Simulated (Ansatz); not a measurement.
NiO₂⁻, relaxed as a doublet with UKS PBE0-D4/def2-TZVPD in Ansatz, starting from the GFN1-xTB geometry. Force threshold 0.02 eV/Å.

The charge -1 doublet is spin-contaminated (final ⟨S²⟩ up to 1.43, 0.75 for a pure state). At PBE0-D4/def2-TZVPD a quartet of charge -1 lies 0.17 eV below the doublet, each at its own geometry. The structure comes from a short search, and lower isomers may exist.

Start:

```xyz
3

Ni    0.000    0.000    0.000
O    -1.018   -0.561   -0.953
O     1.018    0.561    0.953
```

**Question.** Estimate the energy that the relaxation releases and the steps that it takes.

**Answer.** 92.2 kJ/mol, in 6 steps; 13 s on 4 threads of Arm Neoverse V2 on a shared host. No frequencies were taken in this run, so the end may be a saddle point.

**Question.** Does the start keep its bonding and symmetry?

**Answer.** By distances, no bond broke or formed. The bond that changes most is Ni1–O3, from 1.50 to 1.72 Å (atoms count from 1). Point group D∞h at the start, C∞v at the end, both within 0.05 Å.

**Question.** Predict the relaxed structure.

**Answer.** 
```xyz
3

Ni   -0.020   -0.011   -0.019
O    -1.128   -0.621   -1.056
O     1.148    0.632    1.075
```
Bond lengths: 2 × Ni–O 1.64 to 1.72 Å.
